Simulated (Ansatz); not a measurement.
Species: H₂FIn, SMILES `[F][InH2]` (charge 0, multiplicity 1), formula H2FIn.

Problem. How many basis functions does Ansatz (a program for electronic structure) with frozen-core CCSD(T)/def2-TZVPP // CAM-B3LYP-D3(BJ)/def2-TZVP use, how many core orbitals are frozen, and how many electrons are correlated?

Solution. 109 basis functions and 5 frozen orbitals, which leaves 22 correlated electrons (filled d shells below the valence shell are correlated). Core time is of the order of seconds.
